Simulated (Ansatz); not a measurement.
Consider the ligand exchange at the In–C bond: `C=C[CH2][InH2]` + `[NH2][GaH][OH]` → `[OH][GaH][NH][InH2]` + propene.

Computed with Ansatz on PBE0-D4/def2-TZVP structures; ΔE is electronic, products minus reactants. CCSD(T)/CBS is the MP2 limit (def2-TZVPP, def2-QZVPP) plus CCSD(T) − MP2 in def2-TZVPP, frozen cores. Functionals use def2-TZVPP. Elements past krypton have def2 core potentials. For Ga, In outer-core shells are correlated without core-valence functions, which leaves a few kJ/mol of doubt a bond. Scalar relativity is left out up to krypton. Each species was taken in one conformer, which may not be the lowest.

`C=C[CH2][InH2]`:

Z-matrix (Å, degrees):
```
C
C 1 1.465
In 1 2.544 2 59.8
C 1 1.350 2 126.1 3 71.3
H 1 1.089 2 116.1 3 -99.6
H 2 1.088 1 115.2 3 -107.7
H 2 1.085 1 115.0 3 118.8
H 3 1.715 1 104.3 2 -119.8
H 3 1.716 1 114.2 2 95.7
H 4 1.086 1 121.6 2 10.3
H 4 1.082 1 121.1 2 -174.2
```

`[NH2][GaH][OH]`:

Cartesian coordinates in Å:
```
N -0.729 -0.951 -0.179
Ga -0.120 0.750 -0.026
O 1.604 0.981 0.390
H -0.170 -1.776 -0.047
H -1.681 -1.176 -0.410
H -1.001 2.004 -0.234
H 2.098 0.168 0.506
```

`[OH][GaH][NH][InH2]`:

Cartesian coordinates in Å:
```
O 1.041 0.362 -2.537
Ga 0.026 -0.319 -1.225
N 0.317 0.439 0.402
In -0.553 0.047 2.192
H 0.887 -0.038 -3.395
H -1.001 -1.457 -1.493
H 1.021 1.166 0.399
H -0.002 0.991 3.512
H -1.737 -1.191 2.144
```

`C=CC`:

Z-matrix (Å, degrees):
```
C
C 1 1.490
H 1 1.095 2 111.0
H 1 1.095 2 111.0 3 118.3
H 1 1.092 2 111.5 3 -120.8
C 2 1.325 1 125.1 3 120.8
H 2 1.088 1 116.2 3 -59.2
H 6 1.084 2 121.6 1 -180.0
H 6 1.086 2 121.4 1 0.0
```

```json
{"species": "`C=C[CH2][InH2]`", "BLYP-D4 energy (Eh)": "-308.55550"}
{"species": "`[NH2][GaH][OH]`", "BLYP-D4 energy (Eh)": "-2057.38943"}
{"species": "`[OH][GaH][NH][InH2]`", "BLYP-D4 energy (Eh)": "-2248.07025"}
{"species": "`C=CC`", "BLYP-D4 energy (Eh)": "-117.89474"}
```

**Question.** Work out ΔE.

**Answer.** ΔE = (-2248.07025) + (-117.89474) − (-308.55550) − (-2057.38943) = -0.02006 Eh = -0.55 eV. CCSD(T)/CBS gives -0.50 eV.

Largest T1 diagnostic among the species: 0.016.

In def2-TZVPP, CCSD(T) changes the Hartree–Fock value by +0.17 eV (the triples alone add +0.03 eV) and MP2 by +0.23 eV. The D4 term adds +0.03 eV with B3LYP and +0.02 eV with PBE0; it sums over pairs of atoms, weighted by their polarisabilities, and B3LYP, whose exchange is more repulsive, gets the larger term.

B3LYP here is the variant with VWN-RPA as its local correlation; programs differ in this.
